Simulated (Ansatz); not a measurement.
Predict a relaxed structure of Cu(NH2)2 (CuN2H4), charge 0, doublet, at r2SCAN-D4/def2-TZVP (Ansatz).


```xyz
7

Cu    0.0017    0.0007   -0.0002
N    -0.6940    1.3844   -0.8618
H    -0.1874    2.0146   -1.4691
H    -1.6631    1.6712   -0.8265
N     0.6946   -1.3840    0.8619
H     1.6629   -1.6738    0.8276
H     0.1853   -2.0132    1.4680
```
Point group D2h (tolerance 0.1 Å). The metal has 2 neighbours: N 1.77 Å, N 1.77 Å. This is one stationary point.

The relaxation made no stability test and no search for a lower SCF solution. No other spin state of charge 0 was run.
